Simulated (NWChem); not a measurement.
System: hydrogen bromide (HBr); SMILES Br

Computed with NWChem. All runs use the structure optimised with PBE0/def2-SVP. Computed dipoles belong to the equilibrium geometry; the measured one is vibrationally averaged.

Measured dipole moment: 0.83 D (NIST CCCBDB, as tabulated in the package chemicals).

**Question.** Which of these levels lies farthest from the measured value, and how do the others fare: PBE0/pcseg-1; PBE0/aug-pcseg-1; PBE0/pcseg-2; PBE0/STO-3G; PBE0/def2-SVP?

**Answer.** PBE0/STO-3G.
```csv
level,dipole moment (D),computed − measured
PBE0/pcseg-1,1.10,+0.27
PBE0/aug-pcseg-1,0.93,+0.10
PBE0/pcseg-2,0.98,+0.15
PBE0/STO-3G,1.29,+0.46
PBE0/def2-SVP,1.08,+0.25
```
